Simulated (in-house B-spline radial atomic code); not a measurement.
Tl⁺. Computed with a B-spline radial atomic code. Model: non-relativistic spherical atom: semilocal Troullier-Martins pseudo-atom, one channel per l, against all electrons, high spin, G0W0 and RPA with empty states to l = 8, local potential for every l without a channel, a model core (radius 0 = none) keeps its share of the functional.

The core holds an angular momentum without a channel of its own, so the local potential lets valence electrons into it.

Without relativity these are model numbers for so heavy an element.

What the tables leave out is listed at the end.

The pseudopotential gives back the lowest level of each angular momentum of its own functional in the configuration it was made in; a second state of the same l is only approximately right. Exact exchange, RPA and GW see the smooth pseudo-orbitals and miss the exchange with the core, for which the functional's share stands in. The column with an uncorrelated core keeps all orbitals and exact exchange, and so separates missing core correlation from pseudisation. Only the three outermost levels and the lowest empty one were computed. RPA here is direct RPA, with no exchange kernel, and its energies carry an (l + 1/2)⁻⁴ tail. A hybrid on a potential with a model core restores only its own semilocal share of the core's exchange.

Command:
```bash
python run_psgw.py task.json out
```
Settings (lengths in bohr, energies in hartree):
```
Z                      81
electrons              80
configuration          [Xe] 4f14 5d10 6s2
generated_in           [Xe] 4f14 5d10 6s2
functional             lda,vwn
core_shells            11
radius_factor          1.15
core_correction        False
ion_configuration      [Xe] 4f14 5d10 6s1
```

Cost of the run: 110 s on 1 thread of Arm Neoverse N1 (shared host).

Given: made with LDA VWN5; model core radius 0 bohr; local radius 1.314 bohr; mean-field start LDA VWN5.

Valence shells of the generating configuration: 5p, 5d, 6s.

Channel: s 2.633, p 1.081, d 1.267 (radii in bohr).

Computed: largest level miss in the spin-unpolarised generating configuration 0 eV; valence RPA correlation energy all-electron orbitals -1.0564 hartree; valence RPA correlation energy pseudo -1.2959 hartree; all-electron RPA polarisability, core included 24.08 bohr³; ionisation by mean-field all-electron 18.032 eV; ionisation by RPA all-electron 17.949 eV; ionisation by RPA pseudo minus all 1.098 eV.

```
     level  occupied  mean-field all-electron (eV)  mean-field pseudo minus all (eV)  G0W0 all-electron (eV)  G0W0 uncorrelated core minus all (eV)  G0W0 pseudo minus all (eV)  exchange self-energy all-electron (eV)  exchange self-energy pseudo (eV)
        6s         1                       -14.221                                 0                 -17.898                                  0.034                      -1.139                                 -13.404                           -13.659
        5d         1                       -25.535                                 0                 -31.819                                  0.113                       0.414                                  -38.83                           -30.876
6p (empty)         0                       -8.5267                             -0.05                 -5.7206                                  0.034                       0.053                                 -4.2164                           -3.1997
```

(1) What is the pseudo-atom RPA polarisability?

(2) What is the ionisation by mean-field pseudo minus all?

Given: mean-field start PBE0.

Computed: valence RPA correlation energy all-electron orbitals -1.0003 hartree; all-electron RPA polarisability, core included 22.671 bohr³; pseudo-atom RPA polarisability 20.935 bohr³; ionisation by mean-field all-electron 17.306 eV; ionisation by RPA all-electron 17.77 eV; ionisation by RPA pseudo minus all 1.175 eV.

```tsv
level	occupied	mean-field all-electron (eV)	mean-field pseudo minus all (eV)	G0W0 all-electron (eV)	G0W0 uncorrelated core minus all (eV)	G0W0 pseudo minus all (eV)	exchange self-energy all-electron (eV)	exchange self-energy pseudo (eV)
6s	1	-14.589	-0.395	-17.764	0.036	-1.189	-13.076	-14.076
6p (empty)	0	-7.4912	0.122	-5.739	0.03	0.201	-3.7956	-2.8597
```

(3) What is the valence RPA correlation energy pseudo?

(4) What is the ionisation by mean-field pseudo minus all?

Given: mean-field start Hartree-Fock.

Computed: valence RPA correlation energy all-electron orbitals -0.87136 hartree; valence RPA correlation energy pseudo -1.0853 hartree; all-electron RPA polarisability, core included 19.541 bohr³; pseudo-atom RPA polarisability 14.119 bohr³; ionisation by RPA all-electron 17.358 eV; ionisation by RPA pseudo minus all 1.307 eV.

```
     level  occupied  mean-field all-electron (eV)  mean-field pseudo minus all (eV)  G0W0 all-electron (eV)  G0W0 uncorrelated core minus all (eV)  G0W0 pseudo minus all (eV)  exchange self-energy all-electron (eV)  exchange self-energy pseudo (eV)
        6s         1                       -15.942                            -2.065                 -17.553                                  0.038                      -1.243                                 -12.285                           -15.776
6p (empty)         0                        -4.917                             0.518                 -5.6985                                   0.02                       0.594                                  -2.774                           -1.8548
```

(5) What is the ionisation by mean-field all-electron?

(6) What is the ionisation by mean-field pseudo minus all?

Answers

(1) 24.119 bohr³.

(2) 0.001 eV.

(3) -1.2338 hartree.

(4) 0.465 eV.

(5) 15.693 eV.

(6) 1.966 eV.

Among the listed levels the largest G0W0 shift of the pseudo-atom is -1.24 eV, for 6s on the Hartree-Fock start, while leaving the core uncorrelated moves that level by +0.04 eV. So pseudisation and the lost core exchange, not the missing core correlation, make the error. Not in the tables (levels of low weight, unsolved or above zero; the highest and the empty levels are kept at any weight): on LDA the G0W0 levels 5p (pseudo minus all +0.85 eV, weights 0.20 and 0.27); on PBE0 the G0W0 levels 5d (pseudo minus all +0.85 eV, weights 0.85 and 0.83), 5p (pseudo minus all +1.14 eV, weights 0.14 and 0.22); on Hartree-Fock the G0W0 levels 5d (pseudo minus all +1.67 eV, weights 0.94 and 0.72), 5p (pseudo minus all -31.85 eV, weights 0.00 and 0.07).
